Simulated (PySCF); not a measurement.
C4H3F3O, SMILES FC1=CCC(F)(F)O1.

Geometry: PBE0-D3(BJ)/def2-SVP. This is a generated structure with no PubChem entry under its InChIKey; it may be hypothetical. The values are those of a single conformer.

Two levels are set side by side: PBE/def2-TZVP (PySCF) and ωB97X/def2-TZVP (PySCF). Same geometry, gas phase. Differences are taken from unrounded values.

```csv
quantity,ωB97X,PBE,PBE minus ωB97X
orbital gap (eV),12.36,5.42,-6.93
highest occupied level (eV),-9.54,-5.89,3.65
lowest empty level (eV),2.82,-0.47,-3.29
dipole moment (D),2.62,2.33,-0.29
```

PBE's occupied levels lie high since its potential decays too fast outside the molecule; exact exchange lowers them and widens the gap. Differences between two approximate levels are no errors against the true value.

Rough cost on one machine, each run with all the roots and properties that it gave: ωB97X against PBE within a factor of 2.
